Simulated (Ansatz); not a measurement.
C4H5I can be A, `IC1C=CC1`, or B, `CC1=C(I)C1`.

Gas-phase electronic energies from Ansatz, PBE0-D4/def2-TZVP geometries. CBS: MP2 limit from def2 TZ/QZ plus the TZ coupled-cluster correction, frozen cores. DFT in def2-TZVPP. def2 core potentials past Kr. For I outer-core shells are correlated without core-valence functions, which leaves a few kJ/mol of doubt a bond.

A:

Z-matrix (Å, degrees):
```
C
C 1 1.491
I 1 2.156 2 116.3
C 1 1.553 2 87.0 3 -117.6
H 1 1.088 2 117.3 3 124.3
C 2 1.336 1 93.5 3 120.3
H 2 1.082 1 131.7 3 -61.2
H 4 1.094 1 115.1 2 -119.8
H 4 1.091 1 113.9 2 113.0
H 6 1.083 2 133.3 1 176.1
```

B:

Z-matrix (Å, degrees):
```
C
C 1 1.463
H 1 1.091 2 111.1
H 1 1.094 2 110.5 3 -120.9
H 1 1.094 2 110.5 3 120.9
C 2 1.288 1 153.0 3 0.2
C 2 1.515 1 143.6 3 -179.9
I 6 2.036 2 148.5 1 -0.0
H 7 1.092 2 119.4 1 -74.1
H 7 1.092 2 119.4 1 74.1
```

Problem. Which is lower in electronic energy at CCSD(T)/CBS, and by how much? (An estimate is asked.)

Solution. Computed: A, by 89.0 kJ/mol.

Problem. Give E(B) − E(A) in kJ/mol with CCSD(T)/def2-TZVPP, PBE0-D4, CCSD/def2-TZVPP, HF/def2-TZVPP, PBE-D4, r2SCAN-D4, MP2/def2-TZVPP. (Estimate.)

Solution. The calculation gave: CCSD(T)/def2-TZVPP 84.1, PBE0-D4 78.3, CCSD/def2-TZVPP 84.0, HF/def2-TZVPP 84.6, PBE-D4 72.2, r2SCAN-D4 73.4, MP2/def2-TZVPP 79.3. None reverses the order clearly.

Largest T1 diagnostic: 0.010.

From PBE to PBE0 (25 % exact exchange), in def2-TZVPP and without D4, E(B) − E(A) moves by +6.6 kJ/mol. The D4 term adds +4.6 kJ/mol with B3LYP and +2.0 kJ/mol with PBE0; it sums over pairs of atoms, weighted by their polarisabilities, and B3LYP, whose exchange is more repulsive, gets the larger term.

B3LYP here is the variant with VWN-RPA as its local correlation; programs differ in this.
